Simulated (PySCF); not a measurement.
# Diatomic cations of Br with the fourth-period p block

PBE0 with double-zeta basis sets in PySCF, for the lowest determinant that a PBE0 search found; no spin–orbit coupling. De refers to high-spin ground-configuration atoms (the charge goes to the atom of lower measured ionisation energy or higher electron affinity, which is not always the lowest computed limit). A positive dipole points towards Br; it is taken about the centre of mass and depends on that origin.

```csv
M,basis,charged atom,state (unpaired electrons),Re (Å),ωe (cm⁻¹),De (eV),μ (D)
Ga,cc-pVDZ-PP,Ga+,doublet (σ ↑),2.281,265,0.67,-4.42
Ge,pcseg-1,Ge+,singlet (closed shell),2.232,364,4.19,-3.65
Se,x2c-SVPall,Se+,triplet (π ↑↑),2.178,384,3.06,-1.30
```

The shortest bond is that of SeBr⁺ (2.178 Å), the longest that of GaBr⁺ (2.281 Å). GeBr⁺ is bound most strongly (4.19 eV) and GaBr⁺ least (0.67 eV).

The rows differ in basis set, which adds steps of its own.

The state changes along the series, so neighbouring rows are not always alike in their bonding.

Spin–orbit coupling is left out. For an ion De counts to the pair picked by the measured ionisation energies or electron affinities, which need not be the lowest pair at this level. States were picked by a PBE0 search and need not be the measured ground states.
